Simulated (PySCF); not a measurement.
C5H10S2 (charge +1 and doublet state).
Cartesian coordinates in Å at the GFN2-xTB level; atoms count from 1:
```xyz
17
C5H10S2 angstrom
C     -2.0803   -0.8983   -0.1031
C     -0.6520   -0.4074   -0.2760
C     -0.4720    1.0078    0.2713
C      0.9529    1.5253    0.1144
S      2.1518    0.5054    1.0222
C      2.0479   -0.9844   -0.0063
S      0.4545   -1.5638    0.6308
H     -2.7619   -0.2368   -0.6319
H     -2.3636   -0.9117    0.9463
H     -2.1997   -1.8995   -0.5086
H     -0.3544   -0.4544   -1.3272
H     -0.7636    1.0330    1.3234
H     -1.1436    1.6754   -0.2737
H      1.2577    1.5627   -0.9322
H      1.0374    2.5224    0.5464
H      2.8340   -1.6832    0.2684
H      2.0480   -0.7805   -1.0740
```

The hyperfine couplings belong to this conformer and change with its torsions.

Identity: `C1[C@@H](SC[S+]C1)C` [radical] (charge +1).

Method: PySCF 2.14.0, UKS B3LYP, pcH-1 on C H S, non-relativistic, mean-field spin-orbit, GIAO. One conformer (not necessarily the lowest) at the GFN2-xTB geometry, without solvent, vibrations or thermal averaging. A GFN2-xTB geometry isn't a minimum of the functional, and hyperfine couplings can be far from their values at a DFT geometry, by a factor of two or more for some ions and for spin on atoms past the first row. No stability test was run, so a lower SCF solution isn't excluded.

Problem. Where do the isotropic ENDOR lines of H14, H15, H11, H13, H12, H16 and H17 fall at 1209.8 mT, to first order?

Solution. ν± = |νn ± a/2|, one line for each electron-spin manifold; νn = |g_N| × 7.62259 MHz/T × B.

```
nuclei  isotope     g_N  νn (MHz)  a_iso (MHz)  lower line (MHz)  upper line (MHz)
   H14       1H  5.5857     51.51        14.43             44.30             58.72
   H15       1H  5.5857     51.51        13.99             44.51             58.51
   H11       1H  5.5857     51.51        12.80             45.11             57.91
   H13       1H  5.5857     51.51        -5.47             48.78             54.25
   H12       1H  5.5857     51.51        -3.16             49.93             53.09
   H16       1H  5.5857     51.51        -1.30             50.86             52.16
   H17       1H  5.5857     51.51        -1.29             50.86             52.16
```

Problem. Which pairs are centred on the nuclear Larmor frequency, and which on half the coupling?

Solution. Centred on νn, since |a| < 2νn: H14, H15, H11, H13, H12, H16 and H17. No pair has |a| > 2νn.

Problem. At what field would the lower line of H15 fall to zero frequency?

Solution. Where νn = |a|/2, that is B = 7.00 MHz/(5.5857 × 7.62259 MHz/T) = 164 mT, as far as first order holds there.

The run took 2.0 min (with the writing of density and orbital grids) on one thread, Arm Neoverse V1 (aarch64), no GPU, on a shared host, and the process peaked at 0.97 GiB of memory.
